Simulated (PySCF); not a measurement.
Al (SMILES [Al]), doublet; WB97X/cc-pVTZ (PySCF).

The PySCF input:
```python
from pyscf import gto, scf, dft

mol = gto.M(
    atom='''
Al    0.000000    0.000000    0.000000
''',
    basis='cc-pvtz',
    charge=0,
    spin=1,
    verbose=4,
)

mf = dft.UKS(mol)
mf.xc = 'wb97x'
mf.kernel()
mf.analyze()
```

Problem. Write the output that PySCF gives for this input, abridged.

Solution. 
```
PySCF version 2.14.0

[INPUT] verbose = 4
[INPUT] num. atoms = 1
[INPUT] num. electrons = 13
[INPUT] charge = 0
[INPUT] spin (= nelec alpha-beta = 2S) = 1
[INPUT] symmetry False subgroup None
[INPUT] Mole.unit = angstrom
[INPUT] Symbol           X                Y                Z      unit          X                Y                Z       unit  Magmom
[INPUT]  1 Al     0.000000000000   0.000000000000   0.000000000000 AA    0.000000000000   0.000000000000   0.000000000000 Bohr   0.0

nuclear repulsion = 0
number of shells = 9
number of NR pGTOs = 59
number of NR cGTOs = 34
basis = cc-pvtz
ecp = {}

******** <class 'pyscf.dft.uks.UKS'> ********
method = UKS
initial guess = minao
damping factor = 0
level_shift factor = 0
DIIS = <class 'pyscf.scf.diis.CDIIS'>
diis_start_cycle = 1
diis_space = 8
diis_damp = 0
SCF conv_tol = 1e-09
SCF conv_tol_grad = None
SCF max_cycles = 50
direct_scf = True
direct_scf_tol = 1e-13
number electrons alpha = 7  beta = 6
XC library pyscf.dft.libxc version 7.1.2
    S. Lehtola, C. Steigemann, M. J. T. Oliveira, and M. A. L. Marques,  SoftwareX 7, 1–5 (2018)
XC functionals = wb97x
    J.-D. Chai and M. Head-Gordon,  J. Chem. Phys. 128, 084106 (2008)
radial grids:
    Treutler-Ahlrichs [JCP 102, 346 (1995); DOI:10.1063/1.469408] (M4) radial grids

becke partition: Becke, JCP 88, 2547 (1988); DOI:10.1063/1.454033
pruning grids: <function nwchem_prune>
grids dens level: 3
symmetrized grids: False
atomic radii adjust function: <function treutler_atomic_radii_adjust>
small_rho_cutoff = 0
Set gradient conv threshold to 3.16228e-05
tot grids = 19184
init E= -242.248457644562

cycle= 1 E= -242.347051908598  delta_E= -0.0986  |g|= 0.0692  |ddm|= 0.641
cycle= 2 E= -242.353014057765  delta_E= -0.00596  |g|= 0.0315  |ddm|= 0.183
cycle= 3 E= -242.353834634922  delta_E= -0.000821  |g|= 0.0106  |ddm|= 0.0494
cycle= 4 E= -242.354141203815  delta_E= -0.000307  |g|= 0.00181  |ddm|= 0.0497
cycle= 5 E= -242.354148576312  delta_E= -7.37e-06  |g|= 0.000233  |ddm|= 0.00753
cycle= 6 E= -242.35414868904  delta_E= -1.13e-07  |g|= 3.46e-05  |ddm|= 0.00104
cycle= 7 E= -242.35414869185  delta_E= -2.81e-09  |g|= 5.32e-06  |ddm|= 0.000155
cycle= 8 E= -242.354148691918  delta_E= -6.77e-11  |g|= 4.02e-07  |ddm|= 2.91e-05
Extra cycle  E= -242.354148691918  delta_E= -5.12e-13  |g|= 1.66e-07  |ddm|= 8.73e-07
converged SCF energy = -242.354148691918  <S^2> = 0.75556566  2S+1 = 2.0055579
**** SCF Summaries ****
Total Energy =                        -242.354148691918112
Nuclear Repulsion Energy =               0.000000000000000
One-electron Energy =                 -336.673166765638712
Two-electron Energy =                   94.319018073720585
Two-electron Coulomb Energy =          112.865008317375214
DFT Exchange-Correlation Energy =      -18.545990243654629
**** MO energy ****
                             alpha | beta                alpha | beta
MO #1   energy= -56.0862693071029  | -56.0843687074678  occ= 1 | 1
MO #2   energy= -4.25696731793989  | -4.25532240942653  occ= 1 | 1
MO #3   energy= -2.80819327876123  | -2.80715096332519  occ= 1 | 1
MO #4   energy= -2.80819327868809  | -2.8071509632549   occ= 1 | 1
MO #5   energy= -2.80330825820419  | -2.79713422468667  occ= 1 | 1
MO #6   energy= -0.417728498339389 | -0.378605327500646 occ= 1 | 1
MO #7   energy= -0.212042425108087 | 0.00279110024843716 occ= 1 | 0
MO #8   energy= 0.000501303109426791 | 0.00279111608151264 occ= 0 | 0
MO #9   energy= 0.000501385480304405 | 0.0124480909501057 occ= 0 | 0
MO #10  energy= 0.198112650943099  | 0.186593915293975  occ= 0 | 0
MO #11  energy= 0.228736884389946  | 0.236219103175806  occ= 0 | 0
MO #12  energy= 0.233226178368448  | 0.236219106474119  occ= 0 | 0
MO #13  energy= 0.233226205249865  | 0.236692170132484  occ= 0 | 0
MO #14  energy= 0.239086164043076  | 0.23669218194308   occ= 0 | 0
MO #15  energy= 0.239086366740043  | 0.243598965970302  occ= 0 | 0

To work with the spin densities directly, `use mulliken_meta_spin()` only printing them here.

 ** Mulliken spin pop alpha/beta on meta-lowdin orthogonal AOs **
 ** Mulliken Spin Density (per AO)  **
spin_pop of  0 Al 1s        0.00000
spin_pop of  0 Al 2s        0.00001
spin_pop of  0 Al 3s        0.00060
spin_pop of  0 Al 4s       -0.00068
spin_pop of  0 Al 5s       -0.00049
spin_pop of  0 Al 2px       0.00004
spin_pop of  0 Al 2py       0.00000
spin_pop of  0 Al 2pz       0.00000
spin_pop of  0 Al 3px       0.94174
spin_pop of  0 Al 3py       0.00012
spin_pop of  0 Al 3pz       0.05531
spin_pop of  0 Al 4px       0.00170
spin_pop of  0 Al 4py      -0.00000
spin_pop of  0 Al 4pz       0.00010
spin_pop of  0 Al 5px       0.00093
spin_pop of  0 Al 5py       0.00000
spin_pop of  0 Al 5pz       0.00006
spin_pop of  0 Al 3dxy      0.00000
spin_pop of  0 Al 3dyz      0.00000
spin_pop of  0 Al 3dz^2     0.00007
spin_pop of  0 Al 3dxz      0.00006
spin_pop of  0 Al 3dx2-y2    0.00026
spin_pop of  0 Al 4dxy      0.00000
spin_pop of  0 Al 4dyz      0.00000
spin_pop of  0 Al 4dz^2     0.00003
spin_pop of  0 Al 4dxz      0.00003
spin_pop of  0 Al 4dx2-y2    0.00011
spin_pop of  0 Al 4f-3     -0.00000
spin_pop of  0 Al 4f-2     -0.00000
spin_pop of  0 Al 4f-1     -0.00000
spin_pop of  0 Al 4f+0     -0.00000
spin_pop of  0 Al 4f+1     -0.00000
spin_pop of  0 Al 4f+2     -0.00000
spin_pop of  0 Al 4f+3      0.00000
 ** Mulliken Spin Density (per atom)  **
spin density of  0 Al =      1.00000
 ** Mulliken pop alpha/beta on meta-lowdin orthogonal AOs **
 ** Mulliken pop       alpha | beta **
pop of  0 Al 1s        1.00000 | 1.00000
pop of  0 Al 2s        0.99984 | 0.99983
pop of  0 Al 3s        0.99781 | 0.99721
pop of  0 Al 4s        0.00045 | 0.00113
pop of  0 Al 5s        0.00020 | 0.00070
pop of  0 Al 2px       0.99997 | 0.99993
pop of  0 Al 2py       0.99991 | 0.99991
pop of  0 Al 2pz       0.99991 | 0.99991
pop of  0 Al 3px       0.94179 | 0.00005
pop of  0 Al 3py       0.00018 | 0.00006
pop of  0 Al 3pz       0.05537 | 0.00006
pop of  0 Al 4px       0.00172 | 0.00002
pop of  0 Al 4py       0.00003 | 0.00003
pop of  0 Al 4pz       0.00013 | 0.00003
pop of  0 Al 5px       0.00093 | 0.00001
pop of  0 Al 5py       0.00001 | 0.00000
pop of  0 Al 5pz       0.00006 | 0.00000
pop of  0 Al 3dxy      0.00000 | 0.00000
pop of  0 Al 3dyz      0.00000 | 0.00000
pop of  0 Al 3dz^2     0.00026 | 0.00019
pop of  0 Al 3dxz      0.00023 | 0.00017
pop of  0 Al 3dx2-y2    0.00100 | 0.00073
pop of  0 Al 4dxy      0.00000 | 0.00000
pop of  0 Al 4dyz      0.00000 | 0.00000
pop of  0 Al 4dz^2     0.00004 | 0.00001
pop of  0 Al 4dxz      0.00003 | 0.00000
pop of  0 Al 4dx2-y2    0.00014 | 0.00002
pop of  0 Al 4f-3      0.00000 | 0.00000
pop of  0 Al 4f-2      0.00000 | 0.00000
pop of  0 Al 4f-1      0.00000 | 0.00000
pop of  0 Al 4f+0      0.00000 | 0.00000
pop of  0 Al 4f+1      0.00000 | 0.00000
pop of  0 Al 4f+2      0.00000 | 0.00000
pop of  0 Al 4f+3      0.00000 | 0.00000
In total             7.00000 | 6.00000
 ** Mulliken atomic charges   ( Nelec_alpha | Nelec_beta ) **
charge of  0Al =     -0.00000  (     7.00000      6.00000 )
Dipole moment(X, Y, Z, Debye):  0.00000,  0.00000, -0.00000
```
